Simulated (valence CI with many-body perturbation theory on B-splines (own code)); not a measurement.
Results of a calculation; reference values are marked as such.
Ir³⁷⁺: magnetic and hyperfine properties of the levels

Method: valence CI with perturbative core correlation (CI+MBPT): four valence electrons over a frozen Dirac-Fock core [Kr], radial functions for each j: 7 s, 7 p, 8 d, 6 f, 4 g, 1 h, with the one-electron correlation potential Σ1 (screened to all orders), the two-electron term Σ2, the three-electron term Σ3, Breit, model QED; selected single and double excitations, second order for the rest, scaled by the run's own slope (own B-spline code, finite nucleus).

No measured spectrum was set against this ion. As an estimate, large intervals hold to a few tenths of a per cent, small ones and those within an open d or f shell to about a per cent. The list stops below the first excitations out of the core.

A/g_I is the dipole constant over the nuclear g factor μ/I (μ in nuclear magnetons, uniformly magnetised nucleus), B/Q the quadrupole constant per barn. Both hold the static response of the core; the bare values leave it out. Large factors of s and p1/2 electrons are usually good to 5 to 10 %; those of open d and f shells near neutrality can be off by tens of per cent, and small factors of p3/2, d and f electrons come from cancelling terms and can be off by a factor of two or in sign, in half-filled shells by more. B is blank for J = 1/2, where it vanishes, and for nearly pure S terms. Energies count from the lowest level. Levels with J = 0 are left out.

Levels are named by their leading jj configuration (3d3/2^4 stands for four electrons in 3d with j = 3/2), which in mixed levels can hold well under half, so a name can repeat and another be missing. Letters in brackets count levels of one name in rising energy.

```tsv
Level	E (eV)	g	A/g_I (MHz)	A/g_I bare	B/Q (MHz/b)	B/Q bare
(4d3/2^3 4d5/2) J=1	18.642	1.496	-2770	-1620	5980	5740
(4d3/2^3 4d5/2) J=4	23.895	1.074	18300	18200	1170	982
(4d3/2^3 4d5/2) J=2	24.384	1.232	11500	11800	16200	15600
(4d3/2^3 4d5/2) J=3	25.833	1.140	16100	16200	12600	12100
(4d3/2^2 4d5/2^2) J=2 [a]	41.508	1.246	5450	5890	11500	11100
(4d3/2^2 4d5/2^2) J=4 [a]	42.386	1.152	14500	14600	-7650	-7470
(4d3/2^2 4d5/2^2) J=3 [a]	42.902	1.166	12000	12200	2560	2450
(4d3/2^2 4d5/2^2) J=5	44.900	1.084	16700	16600	15700	15100
(4d3/2^2 4d5/2^2) J=1	46.317	1.097	19300	19200	2230	2120
(4d3/2^2 4d5/2^2) J=6	46.385	1.076	17800	17700	19500	18800
(4d3/2^2 4d5/2^2) J=3 [b]	47.968	1.081	18900	18800	4520	4360
(4d3/2^2 4d5/2^2) J=4 [b]	48.241	1.033	19200	19000	-5240	-5000
(4d3/2^2 4d5/2^2) J=2 [b]	48.721	1.084	17200	17100	7490	7210
(4d3/2^2 4d5/2^2) J=2 [c]	53.775	0.990	23200	22800	-2830	-2760
(4d3/2^2 4d5/2^2) J=4 [c]	55.523	1.196	12600	12900	30400	29300
(4d3/2^2 4d5/2^2) J=2 [d]	60.203	1.142	16300	16400	-8560	-8210
(4d3/2 4d5/2^3) J=4 [a]	65.108	1.155	12200	12300	-16300	-15800
(4d3/2 4d5/2^3) J=3 [a]	65.444	1.188	9320	9580	2250	2220
(4d3/2 4d5/2^3) J=1 [a]	67.436	0.972	17100	16700	7550	7240
(4d3/2 4d5/2^3) J=5	68.030	1.141	14300	14400	-11100	-10700
(4d3/2 4d5/2^3) J=6	68.562	1.082	16500	16400	22500	21800
(4d3/2 4d5/2^3) J=2 [a]	71.170	1.064	18600	18500	14800	14200
(4d3/2 4d5/2^3) J=3 [b]	72.013	1.090	16400	16300	4770	4690
(4d3/2 4d5/2^3) J=1 [b]	77.582	1.419	2800	3700	-12000	-11500
(4d3/2 4d5/2^3) J=3 [c]	77.653	1.060	18000	17900	24300	23400
(4d3/2 4d5/2^3) J=4 [b]	78.328	1.048	18300	18100	22400	21700
(4d3/2 4d5/2^3) J=2 [b]	79.623	1.117	15900	15900	-30400	-29300
(4d5/2^4) J=4	91.367	1.163	11900	12100	-20900	-20100
(4d5/2^4) J=2	95.454	1.091	12800	12800	13800	13300
```

Q: Take the isotope of mass number 191, with I = 3/2, μ = 0.1502 μN and Q = 0.816 b. What is the hyperfine structure of (4d3/2^2 4d5/2^2) J=2 [a]?

A: From the table A = 546 MHz, B = 9350 MHz. Shifts from the centre of gravity in MHz: F = 1/2: 5720, F = 3/2: -1640, F = 5/2: -6120, F = 7/2: 3980.
